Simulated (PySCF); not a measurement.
A species of formula C3H10AsB has this rotational fingerprint, computed with PySCF, PBE0-D3(BJ)/def2-SVP geometry optimisation, gas phase:

```
Rotational constants : A = 7231, B = 1429, C = 1282 MHz
Dipole components    : |μa| = 1.45 D, |μb| = 0.23 D, |μc| = 0.19 D
Inertial defect      : -29.20 u·Å²
κ                    : -0.95
```

Problem. Which structure is it? (One computed conformer of each.)
A. `[AsH3+:1][BH2-:2][CH:3]1[CH2:4][CH2:5]1` with As1–B2–C3–C4 76°
B. `[BH2:1][AsH:2][CH:3]([CH3:4])[CH3:5]` with H–B1–As2–C3 -149° and 41°, B1–As2–C3–C4 166°
C. `[BH2:1][AsH:2][CH2:3][CH2:4][CH3:5]` with H–B1–As2–C3 -150° and 40°, B1–As2–C3–C4 59°, As2–C3–C4–C5 178°

Solution. C. It is B[AsH]CCC, a near-prolate asymmetric top, point group C1. The candidates at the same level (rigid rotor, commonest isotopes):

| SMILES | A (MHz) | B (MHz) | C (MHz) | μa (D) | μb (D) | μc (D) | Δ (u·Å²) | point group | rotor |
| --- | --- | --- | --- | --- | --- | --- | --- | --- | --- |
| B[AsH]C(C)C | 5243 | 2171 | 1711 | 1.36 | 0.01 | 0.63 | -33.83 | C1 | asymmetric top |
| B[AsH]CCC | 7231 | 1429 | 1282 | 1.45 | 0.23 | 0.19 | -29.20 | C1 | near-prolate asymmetric top |
| [AsH3+][BH2-]C1CC1 | 9246 | 1300 | 1217 | 3.02 | 1.98 | 0.55 | -28.34 | C1 | near-prolate asymmetric top |

`B[AsH]C(C)C` has B 52 % too high; `[AsH3+][BH2-]C1CC1` has A 28 % too high. No structure here is proved a minimum.
